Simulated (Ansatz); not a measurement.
SnMeH3 (CH₆Sn). Charge 0, multiplicity 3. Geometry PBE-D4/def2-TZVP, that of the neutral singlet.

Cartesian coordinates in Å:
```
Sn -0.1724 0.9778 -0.0865
C 0.2011 -1.1404 0.1008
H 0.5810 -1.3629 1.1053
H 0.9442 -1.4533 -0.6426
H -0.7293 -1.6972 -0.0637
H -0.7468 1.3401 -1.6692
H 1.2787 1.8619 0.1941
H -1.3564 1.4740 1.0617
```

In the def2 sets Sn takes a core potential; there is no spin–orbit coupling. At PBE0-D4/def2-TZVP a singlet of charge 0 lies 6.55 eV below the triplet at the same geometry.

Task: Estimate the α-spin orbital energies around the gap (eV) in Ansatz with PBE-D4/def2-TZVP, r2SCAN-D4/def2-TZVP, PBE0-D4/def2-TZVP.

Result: 
```
orbital  PBE-D4/def2-TZVP  r2SCAN-D4/def2-TZVP  PBE0-D4/def2-TZVP
 HOMO−5            -11.43               -11.91             -13.10
 HOMO−4            -11.43               -11.91             -13.10
 HOMO−3             -9.26                -9.77             -10.81
 HOMO−2             -8.21                -8.47              -9.38
 HOMO−1             -8.21                -8.47              -9.38
   HOMO             -1.66                -1.74              -2.25
   LUMO             -0.63                -0.25               0.33
 LUMO+1             -0.15                 0.10               0.60
 LUMO+2             -0.15                 0.10               0.60
 LUMO+3              0.60                 0.93               1.34
 LUMO+4              0.99                 1.37               1.76
 LUMO+5              0.99                 1.37               1.76
 β HOMO             -7.90                -8.13              -9.01
 β LUMO             -7.53                -7.13              -6.52
```
